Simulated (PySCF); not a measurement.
C6H12Si: core ionisation energies

C₆H₁₂Si.
Geometry (PBE0-D3(BJ)/def2-SVP, Å), atoms numbered from 1 in this order:
```xyz
19
C6H12Si angstrom
C      3.5193    0.0424   -0.0708
C      2.4260    0.5781   -0.0556
Si     0.7409    1.3162   -0.0243
C     -0.5699   -0.0570    0.0999
C     -1.9508    0.6041    0.1273
C     -0.4489   -0.9778   -1.1168
C     -0.3411   -0.8539    1.3864
H      4.4892   -0.4225   -0.0856
H      0.6495    2.2356    1.1511
H      0.5490    2.1111   -1.2760
H     -2.1448    1.1914   -0.7849
H     -2.0684    1.2761    0.9930
H     -2.7407   -0.1644    0.1979
H     -1.2032   -1.7826   -1.0621
H     -0.6136   -0.4342   -2.0610
H      0.5433   -1.4531   -1.1698
H      0.6532   -1.3276    1.3999
H     -1.0954   -1.6553    1.4778
H     -0.4243   -0.2187    2.2830
```

Method used: PySCF, delta-SCF UKS SCAN, pcX-2 on the ionised atom, pcseg-1 elsewhere, spin-free X2C. Binding energies are ΔSCF values: E(core-ionised, relaxed orbitals) − E(ground state) at a fixed geometry, referred to the vacuum level.

Give the core binding energies atom by atom.

```csv
atom(s),environment,level,binding energy (eV),2p1/2 (eV),above the level's lowest (eV),count
C1,terminal alkyne carbon,C 1s,290.29,–,+0.17,1
C2,alkyne carbon,C 1s,290.12,–,0.00,1
Si3,SiH2 silicon,Si 2p3/2,106.59,107.21,0.00,1
Si3,SiH2 silicon,Si 1s,1846.37,–,0.00,1
C4,sp3 carbon bound to silicon,C 1s,290.15,–,+0.03,1
C5/C6/C7,methyl carbon,C 1s,290.50,–,+0.38,3
```

Lowest listed C 1s: C2, bonded to C (triple bond) and Si. Highest, 0.38 eV above it: C5/C6/C7, bonded to C and 3 H. The widest gap between neighbouring values is 0.21 eV, between 290.29 and 290.50 eV. Summing the Pauling electronegativity differences to the bonded atoms, each weighted by its formal bond order, gives -0.65 for the lowest site and -1.05 for the highest; the largest sum, -0.35, belongs to C1, 0.21 eV below the top. The smallest sum, -1.05, belongs to C5/C6/C7, 0.38 eV above the lowest. The values 290.12 and 290.15 eV lie too close for their order to be trusted.

Which effective nuclear charge Zeff reproduces each element's mean 1s value in the hydrogen-like formula E = 13.606 eV × Zeff²?

C (Z = 6): mean 290.3 eV, Zeff = 4.62, Z − Zeff = 1.38; Si (Z = 14): mean 1846.4 eV, Zeff = 11.65, Z − Zeff = 2.35. Means run over the listed sites, weighted by atom count.

Which photon wavelength matches the C 1s of C4 threshold?

λ = hc/E = 12398.42 eV Å / 290.15 eV = 42.731 Å.

Topologically equivalent atoms share the value of their first member; where this conformer doesn't relate them by symmetry, their own values could differ. The unrestricted hole states depart most from a pure doublet (⟨S²⟩ = 0.75; over 0.85 named) for C 1s of C1 (0.85) and C 1s of C2 (0.87), which makes these values less certain. Spin–orbit and ligand-field terms were added within each 2p shell after the spin-free SCF. 2p1/2 minus 2p3/2 (ligand field included): Si 0.62 eV. Geometry: PBE0-D3(BJ)/def2-SVP; no solvent, vibrations or thermal averaging.
